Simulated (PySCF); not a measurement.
Al(Me)(OH) (CH4AlO), SMILES [OH][Al][CH3], multiplicity 2. Atoms are numbered in the order given.

```xyz
7

Al     0.5727    -0.1253     0.0000
C     -0.3060     1.6324     0.0000
H     -0.9461     1.7121     0.8844
H     -0.9461     1.7121    -0.8844
H      0.3987     2.4650     0.0000
O     -0.4903    -1.4607     0.0000
H     -0.1931    -2.3693     0.0000
```
Charge 0, spin multiplicity 2.

Coordinates come from a PBE0-D3(BJ)/def2-TZVP optimisation. The multiplicity is an assumed one; other spin states were not compared. The isomer is the one that the SMILES or the coordinates give; other isomers of the formula were not compared. One conformer was computed; it need not be the lowest.

Level of theory: B3LYP/pcH-1 (PySCF).

Unrestricted Kohn–Sham, ⟨S²⟩ = 0.752. Hyperfine tensors hold the contact and dipolar terms, without spin-orbit corrections.

Computed hyperfine couplings:
```tsv
nucleus	A(iso) (MHz)	A(iso) (G)	dipolar principal values (MHz)
27Al no. 1	777.9	277.6	-53.3, -47.2, 100.5
13C no. 2	136.6	48.8	-14.6, -13.8, 28.4
1H no. 3	4.5	1.6	-7.2, -1.5, 8.7
1H no. 4	4.5	1.6	-7.2, -1.5, 8.7
1H no. 5	-10.0	-3.6	-7.7, -2.8, 10.5
17O no. 6	-17.0	-6.1	-31.0, 13.7, 17.3
1H no. 7	-5.3	-1.9	-9.1, -3.8, 12.8
```

Task: And the g tensor (effective nuclear charges for spin-orbit coupling, GIAO)? (The exact figures need the calculation; the answer reports its results.)

Result: principal values 1.9962, 2.0018, 2.0021; isotropic 2.0000.
